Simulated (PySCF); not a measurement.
From computed data to an observable: oscillator strength and radiative lifetime

C₃H₉InS₂, SMILES C[S][In]([CH3])[S]C.

Geometry: B3LYP-D3(BJ)/def2-SVP. The def2 effective core potentials stand for the cores of In; spin–orbit coupling is left out. Other conformers were not sampled.

TDA-PBE0/def2-SVPD (PySCF) puts the first singlet state with f over 0.02 at 4.60 eV (vertical), with the transition dipole (-0.248, 0.329, -0.217) in atomic units.

**Question.** Find the oscillator strength, the wavelength and the radiative lifetime that this transition would have in vacuum if emission retraced absorption.

**Answer.** 
|μ|² = 0.2168 au, so |μ| = 1.18 D. ΔE = 4.60/27.211 = 0.1690 hartree. f = (2/3) ΔE |μ|² = 0.024 (the program prints 0.024).
λ = 1239.84/4.60 = 270 nm; ν = 37101 cm⁻¹.
Einstein's coefficient A = 0.6670 ν² f s⁻¹ (ν in cm⁻¹) = 2.2e7 s⁻¹, so τ = 1/A = 45 ns. This state is S2; the lower singlet has f = 0.000. The figure is the radiative limit of this one transition; relaxation, internal conversion, crossing to triplets and a medium change what is measured.
